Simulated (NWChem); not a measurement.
# CH2NO anion

```xyz
5

N      0.1332    -1.2023     0.0000
C     -0.3639     0.0157     0.0000
O      0.2010     1.1493     0.0000
H      1.1572    -1.1083     0.0000
H     -1.4921     0.0160     0.0000
```
Atoms are numbered in this order, from 1.

Level: B3LYP/def2-SVPD (NWChem), optimised geometry, unscaled harmonic frequencies. 

```json
[
 {"frequency (cm⁻¹)": "642", "IR intensity (km/mol)": "30.5"},
 {"frequency (cm⁻¹)": "836", "IR intensity (km/mol)": "59.4"},
 {"frequency (cm⁻¹)": "1035", "IR intensity (km/mol)": "10.6"},
 {"frequency (cm⁻¹)": "1183", "IR intensity (km/mol)": "33.5"},
 {"frequency (cm⁻¹)": "1343", "IR intensity (km/mol)": "51.1"},
 {"frequency (cm⁻¹)": "1376", "IR intensity (km/mol)": "16.2"},
 {"frequency (cm⁻¹)": "1632", "IR intensity (km/mol)": "763.1"},
 {"frequency (cm⁻¹)": "2753", "IR intensity (km/mol)": "333.9"},
 {"frequency (cm⁻¹)": "3386", "IR intensity (km/mol)": "39.3"}
]
```

| Item | Value |
|---|---|
| zero-point energy | 20.3 kcal/mol |
| thermal correction to the enthalpy at 298.15 K (with zero-point energy) | 22.8 kcal/mol |
| heat capacity Cv | 8.3 cal/(mol K) |
| entropy at 298.15 K and 1 atm (symmetry number 1) | 59.0 cal/(mol K) |

Rigid rotor and harmonic oscillator.
